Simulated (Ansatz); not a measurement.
Ideal-gas functions of GeH6SSi (`[SiH3][S][GeH3]`) at 500 K and 1 bar, from an Ansatz frequency run at PBE0-D4/def2-TZVP.

Molar mass 138.81 g/mol, point group Cs (symmetry number 1), electronic degeneracy 1, moments of inertia 58.9, 273.007, 319.67 u Å². Harmonic wavenumbers (cm⁻¹, unscaled): 36, 90, 114, 398, 510, 563, 569, 628, 651, 827, 867, 877, 925, 931, 955, 2155, 2158, 2181, 2220, 2223, 2247.

Use S(trans) = R[1.5 ln M + 2.5 ln T − 1.1517]; rotational temperatures θ = 24.2544 K / I; S(rot) = R[ln(√π/σ · √(T³/θAθBθC)) + 1.5]; for each mode x = 1.438777 ν̃/T, S = R[x/(eˣ − 1) − ln(1 − e⁻ˣ)] and H = RT x/(eˣ − 1); 1 cm⁻¹ = 0.0119627 kJ/mol; R = 8.31446 J/(mol·K).

**Question.** By hand: the entropy, in J/(mol·K).

**Answer.** Translation 181.1. Rotation: θ = 0.4118, 0.0888, 0.0759 K, giving 119.2. Vibration, mode by mode: 27.17, 19.57, 17.62, 7.63, 5.83, 5.16, 5.09, 4.44, 4.21, 2.83, 2.58, 2.52, 2.26, 2.23, 2.11, 0.12, 0.12, 0.11, 0.10, 0.10, 0.10, in all 111.9. Electronic 0.0. Sum 412.2 J/(mol·K).

**Question.** By hand: H − E and G − E in kJ/mol, counted from the electronic energy.

**Answer.** Zero-point energy ½ × 22125 × 0.0119627 = 132.3; thermal vibration 26.9; translation, rotation and pV give 4 RT = 16.6. H − E = 175.8 kJ/mol, and G − E = 175.8 − 500 × 412.2/1000 = -30.3 kJ/mol.

Vibration gives 27 % of the entropy, 64.4 J/(mol·K) of it from the modes under 150 cm⁻¹: soft modes count most, and the harmonic formula is weakest for them.
